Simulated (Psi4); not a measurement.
CH₃ (SMILES [CH3]), doublet, geometry from GFN2-xTB. Base run: B3LYP/def2-SVP in Psi4.

Psi4 was given this input:
```
memory 2 GB

molecule {
0 2
C    -0.00000000    0.00000000    0.00000000
H     1.04564432   -0.21448212    0.00100559
H    -0.70856641   -0.79831135   -0.00287670
H    -0.33707791    1.01279347    0.00187111
}

set {
  basis def2-svp
  reference uks
}

energy('b3lyp')
print_variables()
```

The base run was repeated with changes; each row names its change, and settings that it needs were set with it.

```csv
change,ΔE vs base (µEh),SCF cycles,grid points,basis functions
base,0.0,7,87763,29
dft_radial_points = 150,0.0,7,174380,29
df_basis_scf = cc-pvqz-jkfit,8.7,7,87763,29
d_convergence = 1e-10,0.0,10,87763,29
guess = huckel,0.0,7,87763,29
basis_guess = sto-3g,0.0,6,87763,29
d_convergence = 1e-4,0.0,6,87763,29
dft_radial_points = 35,2.3,7,41622,29
scf_type = direct,18.2,9,87763,29
guess = core,0.0,9,87763,29
dft_radial_points = 99,0.0,7,115249,29
guess = sapgau,0.0,7,87763,29
dft_radial_scheme = becke,0.0,7,77403,29
```

Open shells are given as the SCF converged; they aren't shown to be the lowest states, and a large step between rows can be another state.
